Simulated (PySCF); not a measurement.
**Relaxation of singlet Ag₃Se⁺**

All numbers come from PBE0 in PySCF with Se def2-SVP, Ag def2-SVP with ECP28; scalar-relativistic core potentials, no spin–orbit coupling; density-fitted integrals. A (50,194) grid was used.

A hand-made T-shaped start, of C2v symmetry, held to at least that symmetry:

```xyz
4
charge 1 multiplicity 1, angstrom
Se    0.0000    0.0000   -0.6826
Ag    0.0000    0.0000    1.7086
Ag    2.3897    0.0000   -0.5991
Ag   -2.3897    0.0000   -0.5991
```

Optimiser trace:
| step | E − E(last) (kJ/mol) | largest gradient (Eh/bohr) |
| --- | --- | --- |
| 0 | 20.31 | 0.01434 |
| 1 | 15.31 | 0.00952 |
| 2 | 11.49 | 0.00211 |
| 3 | 11.24 | 0.00211 |
| 4 | 10.87 | 0.00300 |
| 5 | 9.55 | 0.00586 |
| 6 | 7.55 | 0.01081 |
| 7 | 6.19 | 0.01147 |
| 8 | 0.86 | 0.00595 |
| 9 | 0.45 | 0.00411 |
| 10 | 0.00 | 0.00039 |
| 11 | 0.00 | 0.00002 |

It ends at C2v with Ag–Ag 2.912 Å (×2), Se–Ag 2.499 Å, Se–Ag 2.508 Å (×2); Ag–Ag–Ag 109.1°, Ag–Ag–Se 54.3° (×2), Ag–Ag–Se 54.6° (×2), Ag–Se–Ag 71.1° (×2), Ag–Se–Ag 142.2° (after a last refinement on a finer grid). A frequency run shows 1 imaginary mode, down to 51i cm⁻¹, so it is a saddle point. Other isomers or separated fragments may lie lower.

Final geometry:
```xyz
4
charge 1 multiplicity 1, angstrom
Se    0.0000    0.0000   -1.1000
Ag    0.0000    0.0000    1.3991
Ag    2.3726    0.0000   -0.2886
Ag   -2.3726    0.0000   -0.2886
```

Stability towards spin polarisation was not tested.
